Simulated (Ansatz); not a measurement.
A trace of molecular dynamics of GeH$_{4}$O$_{2}$ (7 atoms, charge 0, multiplicity 1).

Level of theory: Ansatz 0.2.0, RKS B3LYP-D4/def2-SVP.

```yaml
ensemble: NVE (velocity Verlet)
starting_velocities_drawn_for: 300 K
seed: 7682
```

```csv
time (fs),T (K),potential energy less start (eV),conserved less start (meV/atom)
0,300,0.000,0.00
4,332,-0.020,0.06
8,1097,-0.516,-0.19
12,1819,-0.993,-1.54
16,1149,-0.547,0.31
20,1772,-0.947,0.60
24,1584,-0.829,0.18
28,2233,-1.261,-1.77
32,2105,-1.172,-0.82
36,1764,-0.947,-0.20
40,2010,-1.115,-1.45
44,1402,-0.710,0.38
48,1647,-0.862,1.20
52,1496,-0.771,0.20
56,2082,-1.164,-1.73
60,1903,-1.043,-0.95
64,1510,-0.784,-0.26
68,1659,-0.891,-1.76
72,1100,-0.515,0.35
76,1014,-0.450,1.62
80,977,-0.435,0.34
84,1462,-0.764,-1.86
88,1313,-0.657,-0.28
92,1735,-0.936,-1.23
96,1751,-0.949,-1.62
100,1203,-0.583,0.10
```

**Question.** Is this trajectory sound?

**Answer.** The conserved energy stayed within 2.1 meV per atom of its start (net change 0.1 meV per atom), so the integration is sound. The kinetic energy rose, since the run started high on the potential surface and went downhill. It ends in pieces (GeH2O + H2O), so much of that is their flight and rotation, not heat. A run of 0.1 ps of so small a system gives no equilibrium averages. The orbitals stay closed-shell, which can raise the energy where a bond breaks towards radicals; this wasn't checked here. The time step was 0.5 fs.

Time of the run: 8.4 min on 1 thread of Arm Neoverse V1, on a shared host, peak memory 0.15 GiB.
